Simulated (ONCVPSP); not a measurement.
Transferability test, ONCV potential for Si

* Element: Si
* Generator: ONCVPSP 4.0.1
* Type: optimised norm-conserving Vanderbilt (ONCV)
* Functional: LDA (Perdew-Wang 92)
* Relativity: scalar-relativistic
* Frozen core: [Ne]
* Valence charge: 4
* Reference configuration: 3s2 3p1 (charge +1)
* Partial waves: 3s: rc 1.25 bohr, ncon 3, nbas 8, qcut 5.4 1/bohr, local; 3p: rc 2.20 bohr, ncon 4, nbas 7, qcut 3.8 1/bohr, 3 projectors, debl 1.2 Ha; d scattering state at 0.02 Ha: rc 1.65 bohr, ncon 4, nbas 7, qcut 6.4 1/bohr, 2 projectors, debl 2.6 Ha
* Local potential: the s channel
* Core correction: Teter function, fcfact 4.75, rcfact 1.3

Energies are relative to the spin-unpolarised reference configuration 3s2 3p1; without spin polarisation the order of configurations can differ from experiment.

```csv
valence configuration,charge,ΔE all-electron (eV),error AE − PS (meV)
3s2 3p2,0,-7.823,+2.4
3s2 3p1.5,+0.5,-4.861,+1.0
```

(1) What are ΔE and the potential's error for 3s1 3p0?

(2) What are ΔE and the potential's error for 3s2 3p0?

Answers

(1) ΔE = 50.246 eV all-electron; the error (AE − PS) is +47 meV.

(2) ΔE = 16.108 eV all-electron; the error (AE − PS) is +7.8 meV.
